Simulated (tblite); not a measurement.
Compound: C6H16N2Si.
Bonds: C1–C2 (double), C2–N3, N3–N4, N4–C5, N3–Si6, Si6–C7, Si6–C8, Si6–C9. Hydrogens: H10, H11 on C1; H12 on C2; H13 on N4; H14, H15, H16 on C5; H17, H18, H19 on C7; H20, H21, H22 on C8; H23, H24, H25 on C9.

A start from a force field or distance geometry was refined with GFN2-xTB geometry optimisation, gas phase in tblite 0.8.0. Values at the start:

| coordinate | start |
| --- | --- |
| C1=C2 | 1.353 Å |
| C1–H10 | 1.071 Å |
| C1–H11 | 1.083 Å |
| C2–N3 | 1.389 Å |
| C2–H12 | 1.086 Å |
| N3–N4 | 1.413 Å |
| N3–Si6 | 1.753 Å |
| N4–C5 | 1.448 Å |
| N4–H13 | 1.033 Å |
| C5–H14 | 1.100 Å |
| Si6–C7 | 1.860 Å |
| Si6–C8 | 1.863 Å |
| C7–H17 | 1.093 Å |
| C1–C2–N3 | 130.0° |
| C2–N3–Si6 | 125.5° |
| N3–N4–C5 | 111.8° |
| N3–Si6–C7 | 110.9° |
| N3–Si6–C8 | 107.0° |
| N4–N3–Si6 | 114.9° |
| C7–Si6–C8 | 110.5° |
| C8–Si6–C9 | 111.1° |
| C1–C2–N3–N4 | -1° |
| C2–N3–N4–C5 | -82° |

Q: How do these coordinates change at the GFN2-xTB level?

A: 
```tsv
coordinate	GFN2-xTB (Å or °)	change
Si6–C8	1.911	+0.048
Si6–C7	1.897	+0.037
C1=C2	1.330	-0.023
N4–H13	1.019	-0.014
C2–N3	1.375	-0.014
C5–H14	1.089	-0.011
C1–H11	1.074	-0.009
C7–H17	1.085	-0.008
C2–H12	1.080	-0.006
C1–H10	1.077	+0.006
N4–C5	1.454	+0.006
N3–Si6	1.754	+0.001
N3–N4	1.413	0.000
N3–Si6–C7	106.9	-4.0
N3–Si6–C8	109.2	+2.2
C8–Si6–C9	109.0	-2.1
C1–C2–N3	127.9	-2.1
N4–N3–Si6	116.9	+2.0
C2–N3–Si6	123.6	-1.9
C7–Si6–C8	111.5	+1.0
N3–N4–C5	112.6	+0.8
C2–N3–N4–C5	-79	+3
C1–C2–N3–N4	-3	-2
```

The energy falls by 0.173 eV over 54 L-BFGS steps, the largest force on an atom goes from 1.39 to 0.010 eV/Å, and the atoms move by 0.079 Å rms after alignment. The bond that changes most is Si6–C8 (four-coordinate silicon to Si-methyl carbon), which lengthens by 0.048 Å. Bonds longer at the end by more than 0.005 Å: 5 of 24; shorter: 14. Rotational constants go from 1705, 1037, 843.3 to 1692, 1023, 837.4 MHz.

Hardware: one thread of an Arm Neoverse N1, shared host. Cost: 0.9 s of wall time.

GFN2-xTB frequencies show an imaginary mode (20i cm⁻¹), so the point is no minimum at that level. 3 starts were optimised and ended at 0.00, 0.32 and 1.13 kcal/mol (GFN2-xTB); the lowest of these is shown.

Shape of the structure used: `[CH2:1]=[CH:2][N:3]([NH:4][CH3:5])[Si:6]([CH3:7])([CH3:8])[CH3:9]`: C1–C2–N3–N4 -3°, C2–N3–N4–C5 -79°, C2–N3–Si6–C7 178°.

All values are computed, not measured.
